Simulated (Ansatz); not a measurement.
`C[SiH](Cl)Cl` + `N=C=O` → `C[SiH](Cl)N=C=O` + HCl at 400 K and 1 bar (ligand exchange at the Si–Cl bond).

Calculated with Ansatz (gas phase, PBE0-D4/def2-TZVP geometries, no zero-point term in ΔE). CCSD(T)/CBS adds triple-zeta CCSD(T) − MP2 to the extrapolated MP2 energy (def2 sets, frozen cores). This one scheme is used for every species. Each species was taken in one conformer, which may not be the lowest.

| species | CCSD(T)/CBS energy (Eh) | H − E (kJ/mol) | S (J/(mol·K)) |
| --- | --- | --- | --- |
| `C[SiH](Cl)Cl` | -1249.21450 | 157.0 | 357.9 |
| `N=C=O` | -168.51995 | 72.4 | 252.4 |
| `C[SiH](Cl)N=C=O` | -957.35236 | 197.3 | 415.7 |
| HCl | -460.38127 | 29.6 | 195.4 |

H − E and S are ideal-gas, rigid-rotor, harmonic terms from PBE0-D4/def2-TZVP, for one conformer and one mirror image of each species. 1 Eh = 2625.50 kJ/mol, R = 8.31446 J/(mol·K).

By hand: ΔE, ΔH, ΔS and ΔG.

ΔE = (-957.35236) + (-460.38127) − (-1249.21450) − (-168.51995) = 0.00082 Eh = 2.2 kJ/mol. Δ(H − E) = 197.3 + 29.6 − 157.0 − 72.4 = -2.5, so ΔH = -0.3 kJ/mol. ΔS = 415.7 + 195.4 − 357.9 − 252.4 = 0.8 J/(mol·K). ΔG = -0.3 − 400 × (0.8)/1000 = -0.6 kJ/mol.

By hand: the equilibrium constant, and the temperature at which ΔG would vanish if ΔH and ΔS stayed fixed.

log₁₀ K = −ΔG/(RT ln 10) = 0.1. ΔH and −TΔS have one sign here, so there is no such temperature. One of them is within its doubt of zero, so this could turn.

TΔS isn't small against ΔH here. The sign of ΔG lies within the doubt. A doubt of 5 kJ/mol in ΔE shifts log₁₀ K by 0.7 here. Other conformers and mirror images would add mixing entropy, several J/(mol·K) or more a flexible species. Modes under 60 cm⁻¹, often nearly free rotors, make the harmonic entropy too high. These are equilibria of isolated gas molecules and say nothing of rates. Largest T1 diagnostic: 0.018 (customary marks: 0.02 for closed shells, 0.045 for open ones).
